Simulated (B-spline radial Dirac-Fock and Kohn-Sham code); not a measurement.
## Subshell photoionisation cross sections of Cd⁶⁺ against photon energy

System: the Cd⁶⁺ ion, [Kr] 4d6.

Level of theory: a relativistic central-field model (Hartree-Slater potential of the initial state, Latter tail, multipole expansion of the photon field, Dirac-Fock thresholds); a radial finite-basis atomic code. Values are in kb per electron; a dash marks an energy below the computed threshold.

```tsv
hν (eV)	2s	3p3/2	4s	4p3/2	4d3/2
184	–	–	–	87.0	86.9
229	–	–	84.2	76.4	94.7
509	–	–	29.9	33.2	39.3
694	–	–	18.4	21.1	21.9
1590	–	26.5	4.47	4.90	2.92
4140	15.9	3.33	0.751	0.602	0.157
8370	4.36	0.524	0.178	0.0962	0.0130
16800	0.983	0.0672	0.0380	0.0125	0.000882
28500	0.280	0.0125	0.0107	0.00235	0.000102
28900	0.271	0.0119	0.0104	0.00225	9.62e-05
37700	0.139	0.00494	0.00533	0.000934	3.17e-05
37800	0.138	0.00490	0.00530	0.000926	3.14e-05
56900	0.0476	0.00122	0.00183	0.000232	5.60e-06
57100	0.0471	0.00121	0.00181	0.000229	5.52e-06
73900	0.0235	0.000494	0.000908	9.41e-05	1.86e-06
86500	0.0153	0.000286	0.000591	5.45e-05	9.64e-07
112000	0.00747	0.000116	0.000290	2.22e-05	3.29e-07
116000	0.00678	0.000103	0.000263	1.97e-05	2.85e-07
150000	0.00329	4.24e-05	0.000128	8.11e-06	9.98e-08
```

At 150000 eV the multipoles beyond E1 give 33.5 % of 2s, 47.1 % of 3p3/2, 33.7 % of 4s, 47.1 % of 4p3/2, 67.5 % of 4d3/2.

Run: 4.1 s of CPU time on 1 thread of Intel(R) Xeon(R) Platinum 8488C (shared host), peak memory 0.38 GiB.
